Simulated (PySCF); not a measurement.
# Basis and Hamiltonian dependence of the excitation energy of W

W [Xe] 4f14 5d4 6s2 (5D) → W [Xe] 4f14 5d5 6s1 (7S). Calculated with PySCF 2.14 from differences of total energies of unrestricted determinants, without spin-orbit coupling. Values in eV.

| basis | Hamiltonian | functions | UHF | LDA | PBE0 | MP2 (valence) | CCSD(T) (valence) |
| --- | --- | --- | --- | --- | --- | --- | --- |
| def2-TZVPPD with the def2 core potential (60 electrons) | ECP | 59 | -1.135 | -0.557 | -0.828 | -0.597 | -0.388 |
| aug-cc-pwCVDZ-PP with ECP60MDF | ECP | 70 | -1.160 | -0.589 | -0.861 | -0.636 | -0.412 |
| def2-QZVPPD with the def2 core potential (60 electrons) | ECP | 84 | -1.124 | -0.551 | -0.822 | -0.539 | -0.337 |
| aug-cc-pVTZ-PP with ECP60MDF | ECP | 88 | -1.148 | -0.587 | -0.856 | -0.541 | -0.339 |
| x2c-TZVPPall | spin-free X2C | 97 | -1.144 | -0.485 | -0.724 | -0.568 | -0.336 |
| ANO-RCC-VTZP | spin-free X2C | 104 | -1.158 | -0.509 | -0.760 | -0.675 | -0.401 |
| x2c-TZVPPall with one added diffuse shell each of s, p, d, f type | spin-free X2C | 113 | -1.144 | -0.485 | -0.725 | -0.563 | -0.340 |
| aug-cc-pVTZ-PP with one added diffuse shell each of s, p, d, f, g type with ECP60MDF | ECP | 113 | -1.148 | -0.586 | -0.856 | -0.540 | n/a |
| x2c-QZVPPall | spin-free X2C | 144 | -1.143 | n/a | n/a | n/a | n/a |

Frozen in the all-electron rows: valence: [Xe] 4f14; with a core potential, the same shells as far as they lie outside it.

Reference for a calculation without spin-orbit coupling: -0.187 eV (measured, between term centres; NIST).
